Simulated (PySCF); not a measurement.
Calculation: B3LYP-D3(BJ)/def2-TZVP // B3LYP-D3(BJ)/def2-SVP (PySCF). Isolated molecules, 0 K electronic values unless said otherwise. One relaxed conformer stands for a flexible species; it need not be the lowest. B3LYP has the VWN-RPA correlation part, as in Gaussian. Excitations are Tamm–Dancoff values on a coarser integration grid. The basis has no diffuse functions, so Rydberg states are missing or too high.

Reference species (SMILES): `[SH][GeH2][GeH2][GeH2][GeH2][SH]` (neutral, multiplicity 1).

```yaml
LUMO: -1.52 eV
T1 excitation (TDA): 4.04 eV
```

Changed species: `[GeH2]([SH])[GeH2][GeH2][GeH2][GeH2][SH]` (n = 5; the reference has n = 4).

### Question
Predict the effect on the LUMO and T1 excitation (TDA).

### Answer
the LUMO falls by 0.03 eV, to -1.55 eV; the T1 excitation (TDA) increases by 0.09 eV, to 4.13 eV.
